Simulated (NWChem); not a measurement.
The numbers come from NWChem runs, not from measurements. System: ClGa, charge 0, spin multiplicity 1, displaced from the optimised geometry. The structure started from a generated list of species.

Job file:

```
start mol
memory heap 200 mb stack 900 mb global 1100 mb
geometry units angstroms nocenter noautoz noautosym
  Ga     0.000000     0.000000    -0.790946
  Cl     0.000000     0.000000     4.792202
end
basis spherical
  * library def2-svp
end
dft
  xc xpbe96 cpbe96
  semidirect memsize 60000000 filesize 0
  iterations 100
end
task dft energy
```

The output up to the point where the run's verdict is printed (cleaned and shortened):

```
             Northwest Computational Chemistry Package (NWChem) 7.3.0
             --------------------------------------------------------

                                NWChem Input Module
                                -------------------

 Scaling coordinates for geometry "geometry" by  1.889725989
 (inverse scale =  0.529177249)

                             Geometry "geometry" -> ""
                             -------------------------

 Output coordinates in angstroms (scale by  1.889725989 to convert to a.u.)

  No.       Tag          Charge          X              Y              Z
 ---- ---------------- ---------- -------------- -------------- --------------
    1 Ga                  31.0000     0.00000000     0.00000000    -0.79094600
    2 Cl                  17.0000     0.00000000     0.00000000     4.79220200

 Effective nuclear repulsion energy (a.u.)      49.9496718022

            Nuclear Dipole moment (a.u.)
            ----------------------------
        X                 Y               Z
 ---------------- ---------------- ----------------
     0.0000000000     0.0000000000   107.6163196881


 Summary of "ao basis" -> "" (spherical)
 ------------------------------------------------------------------------------
       Tag                 Description            Shells   Functions and Types
 ---------------- ------------------------------  ------  ---------------------
 *                          def2-svp                  on all atoms

  pbe96 is a nonlocal functional; adding pw91lda local functional.

                                 NWChem DFT Module
                                 -----------------

 Summary of "ao basis" -> "ao basis" (spherical)
 ------------------------------------------------------------------------------
       Tag                 Description            Shells   Functions and Types
 ---------------- ------------------------------  ------  ---------------------
 Ga                         def2-svp                12       32   5s4p3d
 Cl                         def2-svp                 8       18   4s3p1d

 Summary of "ao basis" -> "ao basis" (spherical)
[...]
 d= 0,ls=0.5,diis    52  -2384.0968720038 -8.51D-06  1.33D-04  2.65D-04     3.6
 d= 0,ls=0.5,diis    53  -2384.0968457985  2.62D-05  1.05D-04  5.07D-04     3.7
 d= 0,ls=0.5,diis    54  -2384.0968616603 -1.59D-05  1.40D-04  4.65D-04     3.8
 d= 0,ls=0.5,diis    55  -2384.0968913186 -2.97D-05  1.03D-04  3.81D-04     3.8
 d= 0,ls=0.5,diis    56  -2384.0968992856 -7.97D-06  2.24D-04  4.22D-04     3.9
 d= 0,ls=0.5,diis    57  -2384.0969565195 -5.72D-05  1.82D-04  2.70D-04     4.0
 d= 0,ls=0.5,diis    58  -2384.0969992637 -4.27D-05  1.61D-04  2.27D-04     4.0
 d= 0,ls=0.5,diis    59  -2384.0970297977 -3.05D-05  1.16D-04  2.08D-04     4.1
 d= 0,ls=0.5,diis    60  -2384.0970389578 -9.16D-06  8.30D-05  2.70D-04     4.1
 d= 0,ls=0.5,diis    61  -2384.0970599636 -2.10D-05  1.02D-04  2.41D-04     4.2
 d= 0,ls=0.5,diis    62  -2384.0970897671 -2.98D-05  1.18D-04  1.59D-04     4.3
 d= 0,ls=0.5,diis    63  -2384.0971161459 -2.64D-05  9.45D-05  1.03D-04     4.3
 d= 0,ls=0.5,diis    64  -2384.0971298856 -1.37D-05  1.25D-04  1.09D-04     4.4
 d= 0,ls=0.5,diis    65  -2384.0971539022 -2.40D-05  1.18D-04  6.91D-05     4.4
 d= 0,ls=0.5,diis    66  -2384.0971698575 -1.60D-05  1.02D-04  6.92D-05     4.5
 d= 0,ls=0.5,diis    67  -2384.0971784281 -8.57D-06  8.61D-05  9.19D-05     4.6
 d= 0,ls=0.5,diis    68  -2384.0971840307 -5.60D-06  7.18D-05  1.20D-04     4.6
 d= 0,ls=0.5,diis    69  -2384.0971815769  2.45D-06  5.40D-05  1.79D-04     4.7
 d= 0,ls=0.5,diis    70  -2384.0971881920 -6.62D-06  5.44D-05  1.86D-04     4.8
 d= 0,ls=0.5,diis    71  -2384.0971969666 -8.77D-06  5.66D-05  1.82D-04     4.8
 d= 0,ls=0.5,diis    72  -2384.0972088552 -1.19D-05  4.53D-05  1.49D-04     4.9
 d= 0,ls=0.5,diis    73  -2384.0972136673 -4.81D-06  7.69D-05  1.59D-04     4.9
 d= 0,ls=0.5,diis    74  -2384.0972305763 -1.69D-05  1.09D-04  1.03D-04     5.0
 d= 0,ls=0.5,diis    75  -2384.0972489956 -1.84D-05  9.20D-05  5.59D-05     5.1
 d= 0,ls=0.5,diis    76  -2384.0972614862 -1.25D-05  7.87D-05  4.72D-05     5.1
 d= 0,ls=0.5,diis    77  -2384.0972702331 -8.75D-06  8.15D-05  5.10D-05     5.2
 d= 0,ls=0.5,diis    78  -2384.0972813920 -1.12D-05  9.19D-05  3.93D-05     5.3
 d= 0,ls=0.5,diis    79  -2384.0972924695 -1.11D-05  7.07D-05  3.02D-05     5.3
 d= 0,ls=0.5,diis    80  -2384.0972972092 -4.74D-06  7.04D-05  4.28D-05     5.4
 d= 0,ls=0.5,diis    81  -2384.0973042682 -7.06D-06  5.66D-05  4.24D-05     5.4
 d= 0,ls=0.5,diis    82  -2384.0973052546 -9.86D-07  4.22D-05  6.57D-05     5.5
 d= 0,ls=0.5,diis    83  -2384.0973075452 -2.29D-06  4.12D-05  7.68D-05     5.6
 d= 0,ls=0.5,diis    84  -2384.0973112857 -3.74D-06  4.35D-05  7.71D-05     5.6
 d= 0,ls=0.5,diis    85  -2384.0973154070 -4.12D-06  6.25D-05  7.45D-05     5.7
 d= 0,ls=0.5,diis    86  -2384.0973247712 -9.36D-06  9.82D-05  4.95D-05     5.8
 d= 0,ls=0.5,diis    87  -2384.0973387037 -1.39D-05  7.73D-05  1.55D-05     5.8
 d= 0,ls=0.5,diis    88  -2384.0973464526 -7.75D-06  6.66D-05  1.04D-05     5.9
 d= 0,ls=0.5,diis    89  -2384.0973520353 -5.58D-06  5.72D-05  1.14D-05     5.9
 d= 0,ls=0.5,diis    90  -2384.0973561369 -4.10D-06  5.02D-05  1.40D-05     6.0
 d= 0,ls=0.5,diis    91  -2384.0973590198 -2.88D-06  4.72D-05  1.99D-05     6.1
 d= 0,ls=0.5,diis    92  -2384.0973623083 -3.29D-06  4.49D-05  2.16D-05     6.1
 d= 0,ls=0.5,diis    93  -2384.0973654201 -3.11D-06  3.82D-05  2.29D-05     6.2
 d= 0,ls=0.5,diis    94  -2384.0973668502 -1.43D-06  3.93D-05  3.09D-05     6.2
 d= 0,ls=0.5,diis    95  -2384.0973699227 -3.07D-06  6.84D-05  2.94D-05     6.3
 d= 0,ls=0.5,diis    96  -2384.0973762422 -6.32D-06  7.08D-05  1.53D-05     6.4
 d= 0,ls=0.5,diis    97  -2384.0973820684 -5.83D-06  6.48D-05  8.84D-06     6.4
 d= 0,ls=0.5,diis    98  -2384.0973871615 -5.09D-06  5.53D-05  5.59D-06     6.5
 d= 0,ls=0.5,diis    99  -2384.0973903355 -3.17D-06  4.31D-05  6.16D-06     6.6
 d= 0,ls=0.5,diis   100  -2384.0973914537 -1.12D-06  3.30D-05  1.27D-05     6.6
```

Convergence was not reached. The next line reads: Calculation failed to converge. NWChem stopped with the message: dft energy failed.
